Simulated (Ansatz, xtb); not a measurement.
**C5H7GeNO: which of two isomers lies lower**

We compare a, `C=Cc1co[c]([GeH3])n1`, a singlet, with b, `C=Cc1nc[c]([GeH3])o1`, a singlet. Both are isolated molecules in the gas phase, relaxed with B3LYP/def2-SVP, each in the lowest conformer that the search found.

Task: Estimate which is lower in electronic energy at CCSD(T)/def2-SVP + ΔMP2/def2-TZVPP, and by roughly how much.

Result: The CCSD(T)/def2-SVP + ΔMP2/def2-TZVPP calculation puts structure b lower, by 2.4 kcal/mol.

How the difference moves with the method:

```
                             level        geometry  E(b) − E(a) (kcal/mol)  departure from the last row (kcal/mol)  job, with rough time for the two
                          GFN2-xTB        GFN2-xTB                      −0.5                                    +1.8              optimisation, 0.27 s
                         HF/STO-3G        GFN2-xTB                      −0.5                                    +1.8               single point, 1.4 s
                r2SCAN-D4/def2-SVP        GFN2-xTB                      −2.7                                    −0.4                single point, 12 s
                    B3LYP/def2-SVP  B3LYP/def2-SVP                      −2.6                                    −0.2             optimisation, 4.5 min
                       HF/def2-SVP  B3LYP/def2-SVP                      −3.4                                    −1.0           part of the CCSD(T) run
                      MP2/def2-SVP  B3LYP/def2-SVP                      −2.4                                     0.0           part of the CCSD(T) run
                  CCSD(T)/def2-SVP  B3LYP/def2-SVP                      −2.3                                     0.0                      single point
CCSD(T)/def2-SVP + ΔMP2/def2-TZVPP  B3LYP/def2-SVP                      −2.4                                                     single point, 8.3 min
```

As drawn, both hold the same kinds of bond in the same numbers.

None of the levels shown reverses the order. The largest departure from CCSD(T)/def2-SVP + ΔMP2/def2-TZVPP is that of GFN2-xTB, 1.8 kcal/mol. The last row adds to CCSD(T) the change of the MP2 difference between the two basis sets, here 0.0 kcal/mol.

With thermal terms from frequencies at re-optimised GFN2-xTB minima (ideal gas, soft modes damped towards free rotors, one conformer each, 298.15 K, 1 atm): on the last row, ΔE + ΔZPE = −2.3, ΔH = −2.3, ΔG = −2.2 kcal/mol.

The correlated steps freeze 16 core orbitals; the filled d shell of Ge is correlated, in a basis made for valence electrons. Run with Ansatz 0.2.0, xtb 6.7.1; the last row on 2 threads of Arm Neoverse V1 on a shared host.
